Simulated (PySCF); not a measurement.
CHF$_{2}$O$_{3}$S (SMILES O=S(=O)(O)[C](F)F), doublet, geometry from GFN2-xTB; CCSD(T)/STO-3G (PySCF).

Input for PySCF:
```python
from pyscf import gto, scf, cc

mol = gto.M(
    atom='''
O    -1.362072    0.106505   -1.230126
S    -0.704177    0.048730    0.028551
O    -1.323893   -0.531401    1.158800
O    -0.195396    1.517993    0.396410
C     0.930695   -0.748215   -0.201787
F     1.603263   -0.748251    0.937058
F     1.615192   -0.044202   -1.101255
H    -0.232540    2.096911   -0.368992
''',
    basis='sto-3g',
    charge=0,
    spin=1,
    verbose=4,
)

mf = scf.UHF(mol)
mf.kernel()

mycc = cc.CCSD(mf)
mycc.kernel()
et = mycc.ccsd_t()
print('E(CCSD(T)) = %.10f' % (mycc.e_tot + et))
```

**Question.** Write the output that PySCF gives for this input, abridged.

**Answer.** 
```
PySCF version 2.14.0

[INPUT] verbose = 4
[INPUT] num. atoms = 8
[INPUT] num. electrons = 65
[INPUT] charge = 0
[INPUT] spin (= nelec alpha-beta = 2S) = 1
[INPUT] symmetry False subgroup None
[INPUT] Mole.unit = angstrom
[INPUT] Symbol           X                Y                Z      unit          X                Y                Z       unit  Magmom
[INPUT]  1 O     -1.362072000000   0.106505000000  -1.230126000000 AA   -2.573943041939   0.201265280897  -2.324601238707 Bohr   0.0
[INPUT]  2 S     -0.704177000000   0.048730000000   0.028551000000 AA   -1.330701673218   0.092086354050   0.053953570582 Bohr   0.0
[INPUT]  3 O     -1.323893000000  -0.531401000000   1.158800000000 AA   -2.501795188229  -1.004202352320   2.189814633146 Bohr   0.0
[INPUT]  4 O     -0.195396000000   1.517993000000   0.396410000000 AA   -0.369244925836   2.868591029007   0.749106333039 Bohr   0.0
[INPUT]  5 C      0.930695000000  -0.748215000000  -0.201787000000 AA    1.758758655502  -1.413921432291  -0.381322165498 Bohr   0.0
[INPUT]  6 F      1.603263000000  -0.748251000000   0.937058000000 AA    3.029727975649  -1.413989462432   1.770782982833 Bohr   0.0
[INPUT]  7 F      1.615192000000  -0.044202000000  -1.101255000000 AA    3.052270518588  -0.083529674158  -2.081070343308 Bohr   0.0
[INPUT]  8 H     -0.232540000000   2.096911000000  -0.368992000000 AA   -0.439436913006   3.962587497588  -0.697293822156 Bohr   0.0

nuclear repulsion = 445.460371911291
number of shells = 24
number of NR pGTOs = 120
number of NR cGTOs = 40
basis = sto-3g
ecp = {}

******** <class 'pyscf.scf.uhf.UHF'> ********
method = UHF
initial guess = minao
damping factor = 0
level_shift factor = 0
DIIS = <class 'pyscf.scf.diis.CDIIS'>
diis_start_cycle = 1
diis_space = 8
diis_damp = 0
SCF conv_tol = 1e-09
SCF conv_tol_grad = None
SCF max_cycles = 50
direct_scf = True
direct_scf_tol = 1e-13
number electrons alpha = 33  beta = 32
Set gradient conv threshold to 3.16228e-05
init E= -850.495002481771

cycle= 1 E= -847.854329865551  delta_E= 2.64  |g|= 0.723  |ddm|= 3.06
cycle= 2 E= -848.177649979473  delta_E= -0.323  |g|= 0.333  |ddm|= 1.69
cycle= 3 E= -848.253930883091  delta_E= -0.0763  |g|= 0.0642  |ddm|= 0.584
cycle= 4 E= -848.25943487699  delta_E= -0.0055  |g|= 0.0265  |ddm|= 0.16
cycle= 5 E= -848.261050672606  delta_E= -0.00162  |g|= 0.0107  |ddm|= 0.105
cycle= 6 E= -848.261396328869  delta_E= -0.000346  |g|= 0.00613  |ddm|= 0.0461
cycle= 7 E= -848.261537281774  delta_E= -0.000141  |g|= 0.00371  |ddm|= 0.0328
cycle= 8 E= -848.261600672575  delta_E= -6.34e-05  |g|= 0.00219  |ddm|= 0.0263
cycle= 9 E= -848.26162507184  delta_E= -2.44e-05  |g|= 0.00114  |ddm|= 0.0197
cycle= 10 E= -848.261631339169  delta_E= -6.27e-06  |g|= 0.000558  |ddm|= 0.011
cycle= 11 E= -848.261632675019  delta_E= -1.34e-06  |g|= 0.000191  |ddm|= 0.00559
cycle= 12 E= -848.261632793457  delta_E= -1.18e-07  |g|= 9.84e-05  |ddm|= 0.00122
cycle= 13 E= -848.261632824834  delta_E= -3.14e-08  |g|= 5.93e-05  |ddm|= 0.000567
cycle= 14 E= -848.261632838565  delta_E= -1.37e-08  |g|= 3.42e-05  |ddm|= 0.000379
cycle= 15 E= -848.261632843746  delta_E= -5.18e-09  |g|= 1.55e-05  |ddm|= 0.000271
cycle= 16 E= -848.261632844769  delta_E= -1.02e-09  |g|= 6.41e-06  |ddm|= 0.000128
cycle= 17 E= -848.261632844907  delta_E= -1.38e-10  |g|= 2.55e-06  |ddm|= 4.7e-05
Extra cycle  E= -848.261632844916  delta_E= -9.09e-12  |g|= 1.66e-06  |ddm|= 6.3e-06
converged SCF energy = -848.261632844916  <S^2> = 0.75550368  2S+1 = 2.0054961

******** <class 'pyscf.cc.uccsd.UCCSD'> ********
CC2 = 0
CCSD nocc = (np.int64(33), np.int64(32)), nmo = (40, 40)
max_cycle = 50
direct = 0
conv_tol = 1e-07
conv_tol_normt = 1e-06
diis_space = 6
diis_start_cycle = 0
diis_start_energy_diff = 1e+09
Init t2, MP2 energy = -0.233595941162611
Init E_corr(UCCSD) = -0.233595941165778
cycle = 1  E_corr(UCCSD) = -0.248451223276949  dE = -0.0148552821  norm(t1,t2) = 0.152601
cycle = 2  E_corr(UCCSD) = -0.270356274051269  dE = -0.0219050508  norm(t1,t2) = 0.0532545
cycle = 3  E_corr(UCCSD) = -0.270366928565222  dE = -1.0654514e-05  norm(t1,t2) = 0.0364932
cycle = 4  E_corr(UCCSD) = -0.276394853466815  dE = -0.0060279249  norm(t1,t2) = 0.0180174
cycle = 5  E_corr(UCCSD) = -0.276432642796967  dE = -3.77893302e-05  norm(t1,t2) = 0.00587795
cycle = 6  E_corr(UCCSD) = -0.276165948708088  dE = 0.000266694089  norm(t1,t2) = 0.00359088
cycle = 7  E_corr(UCCSD) = -0.276274834388291  dE = -0.00010888568  norm(t1,t2) = 0.00195478
cycle = 8  E_corr(UCCSD) = -0.276262763076729  dE = 1.20713116e-05  norm(t1,t2) = 0.000749467
cycle = 9  E_corr(UCCSD) = -0.276270933196135  dE = -8.17011941e-06  norm(t1,t2) = 0.000385418
cycle = 10  E_corr(UCCSD) = -0.276264834578335  dE = 6.0986178e-06  norm(t1,t2) = 0.000169815
cycle = 11  E_corr(UCCSD) = -0.276263999318585  dE = 8.3525975e-07  norm(t1,t2) = 6.29021e-05
cycle = 12  E_corr(UCCSD) = -0.276264210365374  dE = -2.11046789e-07  norm(t1,t2) = 3.31409e-05
cycle = 13  E_corr(UCCSD) = -0.276263821402269  dE = 3.88963105e-07  norm(t1,t2) = 1.68641e-05
cycle = 14  E_corr(UCCSD) = -0.276263576498312  dE = 2.44903957e-07  norm(t1,t2) = 9.0723e-06
cycle = 15  E_corr(UCCSD) = -0.27626337406595  dE = 2.02432362e-07  norm(t1,t2) = 4.25643e-06
cycle = 16  E_corr(UCCSD) = -0.276263413791224  dE = -3.97252742e-08  norm(t1,t2) = 1.97676e-06
cycle = 17  E_corr(UCCSD) = -0.276263401862425  dE = 1.19287989e-08  norm(t1,t2) = 7.72356e-07
UCCSD converged
E(UCCSD) = -848.5378962467785  E_corr = -0.276263401862425
UCCSD(T) correction = -0.0185457882354961
E(CCSD(T)) = -848.5564420350
```
